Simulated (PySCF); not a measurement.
## CaO⁺: one state, many levels of theory

State: ²Π (doublet), unpaired electrons π ↑. Set-up: PySCF, no relativity, basis sets Ca 3-21G, O 3-21G. De refers to Ca⁺ + O in their high-spin ground configurations, without counterpoise correction. The functionals are run spin-unrestricted. A positive dipole points towards O; it is taken about the centre of mass and depends on that origin. Levels whose curve was spin-contaminated or gave no clean fit are not listed.

| Level | Re (Å) | ωe (cm⁻¹) | De (eV) | μ (D) |
| --- | --- | --- | --- | --- |
| ROHF | 2.162 | 547 | -0.460 | -11.22 |
| ROHF-MP2 | 2.224 | 474 | 0.67 | n/a |
| ROHF-SCS-MP2 | 2.225 | 467 | 0.66 | n/a |
| ROHF-CCSD | 2.246 | 427 | 0.70 | n/a |
| ROHF-CCSD(T) | 2.283 | 386 | 0.84 | n/a |
| PBE | 2.249 | 440 | 1.95 | -7.82 |
| BLYP | 2.267 | 431 | 1.92 | -7.63 |
| CAM-B3LYP | 2.210 | 466 | 1.46 | -8.87 |

The bond length runs from 2.162 Å (ROHF) to 2.283 Å (ROHF-CCSD(T)). De spans -0.46 eV (ROHF, mean field) to 1.95 eV (PBE, GGA). Correlation at CCSD(T) changes the Hartree–Fock bond energy by +1.30 eV; the triples alone change it by +0.14 eV.

Correlated steps freeze 6 core orbitals. For an ion De counts to the pair picked by the measured ionisation energies or electron affinities, which need not be the lowest pair at this level. The CCSD T1 diagnostic is raised, a sign that a single reference may not be enough here. 3-21G is very small, so such numbers show the basis as much as the molecule. UHF is strongly spin-contaminated for CaO⁺, so the ROHF reference used there is far from stable. A negative De means that the minimum lies above the separated atoms at that level. The state is the lowest determinant that a PBE0 search found; another state may lie lower at other levels.

The whole job (state search and all levels along the bond) took about 1.1 min on 1 thread of Arm Neoverse N1 (shared host), peak memory 0.35 GiB.
